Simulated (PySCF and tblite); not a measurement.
Results of a calculation; reference values are marked as such.
C₉H₆OS₂, numbered as in [CH:1]#[C:2][c:3]1[c:4]([O:5][CH3:6])[s:7][c:8]2[cH:9][cH:10][s:11][c:12]12.

Search: ETKDG and KDG, MMFF94s, GFN2-xTB, 60 starts; geometries at GFN2-xTB. Free energies are B3LYP-D3(BJ)/def2-SVP (IEF-PCM, tetrahydrofuran) single points with GFN2-xTB rigid-rotor and vibrational terms (modes under about 100 cm⁻¹ blended into free rotors). Symmetry numbers and mirror images are counted. Conformers within 2.5 kcal/mol (GFN2-xTB free energy) were kept, 2 at most. GIAO shieldings: mPW1PW91/pcSseg-1 (IEF-PCM, tetrahydrofuran). Shifts are against TMS (¹H), TMS (¹³C) at the same level. (PySCF 2.14, tblite 0.8.)

(1) Predict the averaged NMR shifts at 298.15 K.

(2) How do the conformers differ?

Shifts are unscaled: against experiment ¹³C can be off by 15 ppm or more and ¹H by 0.8 ppm.

Answers

(1) ¹H: 7.46 (H9, 1H), 7.31 (H10, 1H), 4.29 (H6, 3H), 3.44 (H1, 1H) ppm. ¹³C: 184.8 (C4), 148.3 (C12), 132.2 (C10), 130.1 (C8), 125.8 (C9), 96.0 (C3), 93.3 (C1), 80.0 (C2), 61.4 (C6) ppm.

(2) Torsions listed: S7–C4–O5–C6.
```json
{"conformer": "1", "shape": "0°", "weight %": "96.1"}
{"conformer": "2", "shape": "180°", "weight %": "3.9"}
```

```
signal      1      2  average
    H1   3.45   3.26     3.44
    H6   4.28   4.73     4.29
    H9   7.46   7.39     7.46
   H10   7.31   7.33     7.31
    C1   93.3   91.7     93.3
    C2   79.9   82.2     80.0
    C3   96.1   94.1     96.0
    C4  184.9  183.7    184.8
    C6   61.4   62.5     61.4
    C8  130.0  131.7    130.1
    C9  125.8  126.0    125.8
   C10  132.1  132.8    132.2
   C12  148.2  148.5    148.3
```
